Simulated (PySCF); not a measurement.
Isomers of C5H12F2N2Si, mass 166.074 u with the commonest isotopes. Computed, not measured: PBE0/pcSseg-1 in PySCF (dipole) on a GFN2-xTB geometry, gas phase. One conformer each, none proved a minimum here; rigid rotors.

**Question.** Order these by rotational constant A, largest first.
A. `[F:1][CH2:2][CH2:3][C@@:4]1([CH2:5][F:6])[CH2:7][NH:8][SiH2:9][NH:10]1` with F1–C2–C3–C4 -62°, C2–C3–C4–C5 -57°, C3–C4–C5–F6 -55°, C3–C4–C7–N8 154°, C4–C7–N8–Si9 -31°, C7–N8–Si9–N10 13°, N8–Si9–N10–C4 10°
B. `[CH3:1][NH:2][Si@@H:3]1[NH:4][CH2:5][CH2:6][C@@H:7]1[CH:8]([F:9])[F:10]` with C1–N2–Si3–N4 -64°, C6–C7–C8–F9 -172°, N2–Si3–N4–C5 -127°, Si3–N4–C5–C6 35°, N4–C5–C6–C7 -44°, C5–C6–C7–C8 156°
C. `[CH2:1]=[C:2]([SiH2:3][NH2:4])[N:5]([CH3:6])[CH2:7][CH:8]([F:9])[F:10]` with C1–C2–Si3–N4 -103°, C2–Si3–N4–H 55° and -172°, C1–C2–N5–C6 1°, C2–N5–C7–C8 -74°, N5–C7–C8–F9 -76°
D. `[CH3:1][N:2]1[CH2:3][CH2:4][Si@:5]1([NH2:6])[CH2:7][CH:8]([F:9])[F:10]` with C4–Si5–N6–H -167° and 44°, C4–Si5–C7–C8 -147°, Si5–C7–C8–F9 -56°

**Answer.** D (1755 MHz), A (1648 MHz), B (1428 MHz), C (1371 MHz).

**Question.** Order these by dipole moment, largest first.
A. `[CH3:1][N:2]1[CH2:3][CH2:4][Si@:5]1([NH2:6])[CH2:7][CH:8]([F:9])[F:10]` with C4–Si5–N6–H -167° and 44°, C4–Si5–C7–C8 -147°, Si5–C7–C8–F9 -56°
B. `[CH3:1][NH:2][Si@@H:3]1[NH:4][CH2:5][CH2:6][C@@H:7]1[CH:8]([F:9])[F:10]` with C1–N2–Si3–N4 -64°, C6–C7–C8–F9 -172°, N2–Si3–N4–C5 -127°, Si3–N4–C5–C6 35°, N4–C5–C6–C7 -44°, C5–C6–C7–C8 156°
C. `[F:1][CH2:2][CH2:3][C@@:4]1([CH2:5][F:6])[CH2:7][NH:8][SiH2:9][NH:10]1` with F1–C2–C3–C4 -62°, C2–C3–C4–C5 -57°, C3–C4–C5–F6 -55°, C3–C4–C7–N8 154°, C4–C7–N8–Si9 -31°, C7–N8–Si9–N10 13°, N8–Si9–N10–C4 10°
D. `[CH2:1]=[C:2]([SiH2:3][NH2:4])[N:5]([CH3:6])[CH2:7][CH:8]([F:9])[F:10]` with C1–C2–Si3–N4 -103°, C2–Si3–N4–H 55° and -172°, C1–C2–N5–C6 1°, C2–N5–C7–C8 -74°, N5–C7–C8–F9 -76°

**Answer.** B (2.90 D), A (1.95 D), D (1.64 D), C (0.39 D).

**Question.** Order these by rotational constant B, largest first.
A. `[CH2:1]=[C:2]([SiH2:3][NH2:4])[N:5]([CH3:6])[CH2:7][CH:8]([F:9])[F:10]` with C1–C2–Si3–N4 -103°, C2–Si3–N4–H 55° and -172°, C1–C2–N5–C6 1°, C2–N5–C7–C8 -74°, N5–C7–C8–F9 -76°
B. `[CH3:1][N:2]1[CH2:3][CH2:4][Si@:5]1([NH2:6])[CH2:7][CH:8]([F:9])[F:10]` with C4–Si5–N6–H -167° and 44°, C4–Si5–C7–C8 -147°, Si5–C7–C8–F9 -56°
C. `[F:1][CH2:2][CH2:3][C@@:4]1([CH2:5][F:6])[CH2:7][NH:8][SiH2:9][NH:10]1` with F1–C2–C3–C4 -62°, C2–C3–C4–C5 -57°, C3–C4–C5–F6 -55°, C3–C4–C7–N8 154°, C4–C7–N8–Si9 -31°, C7–N8–Si9–N10 13°, N8–Si9–N10–C4 10°
D. `[CH3:1][NH:2][Si@@H:3]1[NH:4][CH2:5][CH2:6][C@@H:7]1[CH:8]([F:9])[F:10]` with C1–N2–Si3–N4 -64°, C6–C7–C8–F9 -172°, N2–Si3–N4–C5 -127°, Si3–N4–C5–C6 35°, N4–C5–C6–C7 -44°, C5–C6–C7–C8 156°

**Answer.** D (921.9 MHz), A (866.6 MHz), C (826.5 MHz), B (706.8 MHz).

```csv
SMILES,point group,Ia (u·Å²),Ib (u·Å²),Ic (u·Å²),κ,μa (D),μb (D),μc (D)
C=C([SiH2]N)N(C)CC(F)F,C1,368.61,583.16,829.84,-0.32,1.59,0.17,0.34
CN[Si@@H]1NCC[C@@H]1C(F)F,C1,353.93,548.22,814.06,-0.25,2.74,0.90,0.28
CN1CC[Si@]1(N)CC(F)F,C1,288.02,714.99,778.42,-0.90,1.91,0.24,0.34
FCC[C@@]1(CF)CN[SiH2]N1,C1,306.61,611.47,759.32,-0.67,0.08,0.31,0.23
```
